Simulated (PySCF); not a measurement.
**SMILES F[C@@H]1CO[CH2][Ge@@H]1[F], C3H6F2GeO**

Geometry (Å), atoms numbered from 1 in this order:
```xyz
13

F     1.609    0.022   -1.641
C     1.195   -0.291   -0.365
C     0.058   -1.309   -0.400
O    -1.198   -0.679   -0.544
C    -1.444    0.262    0.467
Ge    0.283    1.311    0.481
F     0.217    2.601   -0.697
H     2.070   -0.684    0.155
H     0.080   -1.899    0.528
H     0.156   -1.971   -1.262
H    -2.316    0.840    0.167
H    -1.636   -0.228    1.429
H     0.921    2.028    1.664
```

Computed with PySCF, TDDFT CAM-B3LYP/def2-SVPD circular dichroism and optical rotation, one conformer, gas phase. Geometry: GFN2-xTB.

The calculation is non-relativistic, which matters for the atoms heavier than Zn.

Problem. Draw the ECD and absorption spectra from the lowest 8 states, each a Gaussian of half-width 0.35 eV at 1/e height.

Solution. 
```csv
E (eV),λ (nm),Δε (L mol⁻¹ cm⁻¹),ε (L mol⁻¹ cm⁻¹)
5.49,226,+0.07,5.53
5.59,222,+0.14,11.5
5.69,218,+0.25,20.4
5.79,214,+0.37,30.8
5.89,211,+0.48,39.8
5.99,207,+0.53,45.4
6.09,204,+0.54,51
6.19,200,+0.60,72.5
6.29,197,+0.93,147
6.39,194,+1.85,339
6.49,191,+3.74,733
6.59,188,+6.67,1390
6.69,185,+10.19,2280
6.79,183,+13.21,3260
6.89,180,+14.60,4090
6.99,177,+14.12,4570
7.09,175,+12.70,4610
7.19,172,+11.69,4300
7.29,170,+11.50,3810
7.39,168,+10.96,3280
7.49,166,+8.24,2800
7.59,163,+2.47,2420
7.69,161,-5.41,2210
7.79,159,-13.16,2170
7.89,157,-18.58,2260
7.99,155,-20.53,2370
```
Δε uses R in velocity form, ε uses f in length form. Only the states computed contribute, so the short-wavelength end is incomplete.
